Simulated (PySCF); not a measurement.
Geometries of 2 isomers of C4H9Al, from PySCF, PBE0-D3(BJ)/def2-SVP geometry optimisation, gas phase. One conformer each, no zero-point energy, no frequencies.

**Question.** Which is lower in electronic energy at this level?
A.
```xyz
14
angstrom
C      0.326   -0.905   -0.713
C     -1.030   -0.605   -0.050
C     -1.197    0.903    0.219
Al     0.650    1.394    0.694
C      1.487   -0.282    0.085
H      0.448   -1.995   -0.846
H      0.315   -0.478   -1.733
H     -1.850   -1.014   -0.665
H     -1.075   -1.152    0.911
H     -1.998    1.123    0.943
H     -1.482    1.427   -0.714
H      1.263    2.708    1.352
H      2.421   -0.218   -0.494
H      1.721   -0.908    0.969
```
B.
```xyz
14
angstrom
C     -1.904    0.805   -0.280
C     -1.503   -0.212    0.492
C     -0.534   -1.278    0.121
Al     1.316   -0.880    0.703
C      1.847    0.976    0.994
H     -1.562    0.907   -1.316
H     -2.590    1.568    0.095
H     -1.889   -0.254    1.520
H     -0.463   -1.376   -0.981
H     -0.838   -2.268    0.501
H      2.336   -2.096    0.878
H      1.466    1.623    0.185
H      1.383    1.357    1.922
H      2.934    1.126    1.081
```

**Answer.** A. That is `C1C[CH2][AlH][CH2]1`, 14.3 kcal/mol below the other.

```json
{"SMILES": "C1C[CH2][AlH][CH2]1", "atoms numbered as above": "[CH2:1]1[CH2:2][CH2:3][AlH:4][CH2:5]1", "E (Eh)": "-399.77022", "relative (kcal/mol)": "0.0", "relative (kJ/mol)": "0.0", "dipole (D)": "0.15"}
{"SMILES": "C=C[CH2][AlH][CH3]", "atoms numbered as above": "[CH2:1]=[CH:2][CH2:3][AlH:4][CH3:5]", "E (Eh)": "-399.74742", "relative (kcal/mol)": "14.3", "relative (kJ/mol)": "59.9", "dipole (D)": "0.29"}
```

As drawn, the higher has a C=C bond outside aromatic rings, which the lower lacks.
